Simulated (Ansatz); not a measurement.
Relaxation of C3H10BNSi (16 atoms, charge 0, multiplicity 1), to a largest force component of 0.015 eV/Å in at most 40 steps.

Level of theory: Ansatz 0.2.0, RKS PBE/STO-3G.

```xyz
16
Properties=species:S:1:pos:R:3
C 0.517 -2.076 1.004
N -0.075 -0.730 0.676
C 0.227 -0.026 -0.372
C 1.345 -0.507 -1.371
B -0.415 1.371 -0.585
Si 0.055 2.484 -2.136
H 0.259 -2.750 0.186
H 1.606 -1.950 1.132
H 0.012 -2.378 1.976
H 1.425 0.222 -2.160
H 0.910 -1.467 -1.802
H 2.268 -0.678 -0.854
H -1.191 1.856 0.173
H 1.523 2.763 -2.126
H -0.658 3.734 -2.076
H -0.301 1.773 -3.399
```

**Question.** Where does it end, and by what steps?

**Answer.** The run converged. Limits of this set-up: minimal basis. After 7 steps the energy has fallen by 0.567 eV; H10 moved furthest, 0.18 Å.

| step | energy less start (eV) | largest force component (eV/Å) | accepted |
| --- | --- | --- | --- |
| 0 | 0.0000 | 3.023 | yes |
| 1 | -0.4748 | 1.753 | yes |
| 2 | -0.5019 | 0.987 | yes |
| 3 | -0.5598 | 0.280 | yes |
| 4 | -0.5626 | 0.231 | yes |
| 5 | -0.5669 | 0.055 | yes |
| 6 | -0.5673 | 0.026 | yes |
| 7 | -0.5674 | 0.003 | yes |

```xyz
16
Properties=species:S:1:pos:R:3
C 0.481 -2.004 0.988
N -0.166 -0.626 0.754
C 0.275 -0.002 -0.372
C 1.328 -0.608 -1.335
B -0.390 1.390 -0.598
Si 0.020 2.552 -2.133
H 0.256 -2.699 0.151
H 1.585 -1.919 1.085
H 0.065 -2.420 1.927
H 1.536 0.082 -2.172
H 0.972 -1.571 -1.753
H 2.280 -0.810 -0.803
H -1.177 1.721 0.219
H 1.446 2.856 -2.193
H -0.697 3.818 -2.114
H -0.308 1.881 -3.386
```

Whether the end is a true minimum wasn't checked by a vibrational analysis.

Time of the run: 23 s on 1 thread of Intel(R) Xeon(R) 6975P-C (Granite Rapids), with other jobs on the host, peak memory 0.16 GiB.
